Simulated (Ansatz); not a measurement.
`[F][Ga-]1([F])[OH+][Ga-]([F])([F])[OH+]1`, charge 0, multiplicity 1.

(1) Give a relaxed structure at PBE0-D4/def2-TZVP (Ansatz 0.2.0). (An estimate is asked.)

Results:

(1) Ansatz gave: 
Z-matrix (Å, degrees):
```
Ga
O 1 1.917
F 1 1.738 2 115.1
O 1 1.917 2 82.5 3 107.0
F 1 1.738 2 108.5 3 -138.9
Ga 1 2.884 2 41.2 3 107.0
H 2 0.962 1 119.0 3 123.8
H 4 0.962 1 119.0 2 -129.2
F 6 1.738 1 119.6 2 -95.3
F 6 1.738 1 119.6 2 84.7
```
Point group C2h.
This is one stationary point; other conformers may exist.
